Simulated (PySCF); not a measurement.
**Correlation energy of W (tungsten, neutral)**

[Xe] 4f14 5d5 6s1, high-spin 7S determinant (an excited configuration). Calculation: PySCF 2.14, in def2-QZVPPD with the def2 core potential (60 electrons) (7s6p4d3f2g, 84 functions); scalar relativity through the core potential. Frozen: 5s2 5p6; 6 electrons correlated.

```
  level  correlation energy (mhartree)
   CCSD                         -86.70
    (T)                          -2.76
CCSD(T)                         -89.46
```

Diagnostics: T1 = 0.0074, D1 = 0.0198, largest double amplitude 0.020.

Task: Is a single reference adequate?

Result: Yes, within this model without spin-orbit coupling: T1 lies below 0.03 and no double amplitude reaches 0.07.
